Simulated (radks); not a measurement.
These are the eigenvalues of the occupied orbitals of an atom or ion with whole-number occupations (eV). Calculated with a radial shooting solver on a logarithmic mesh with Libxc functionals: scalar-relativistic Kohn-Sham, SCAN, spin-unpolarised, spherical densities, finite nucleus; meta-GGA in the generalised Kohn-Sham scheme; Fermi nuclear charge, rms radius of each element as measured or else 0.836 A^(1/3) + 0.57 fm.

1s: -51937.68
2s: -8641.048
2p: -7675.313
3s: -1935.171
3p: -1635.192
3d: -1244.590
4s: -395.9376
4p: -296.5404
4d: -159.8263
5s: -55.6450
5p: -31.5675
4f: -12.1981
6s: -5.6873
6p: -2.1645

Which element is it, and in what charge state? The configuration may be excited.

Answer. Z = 65, terbium, charge 0: Tb in [Xe] 4f8 6s2 6p1. The list shows which subshells hold electrons but not how many an open one holds; the 1s level, -1908.7 hartree, gives Z - s = 61.8 by -(Z - s)^2/2, which with screening and relativity narrows Z to a few neighbours, and the depths of the outer levels then fix element, charge and occupations together.
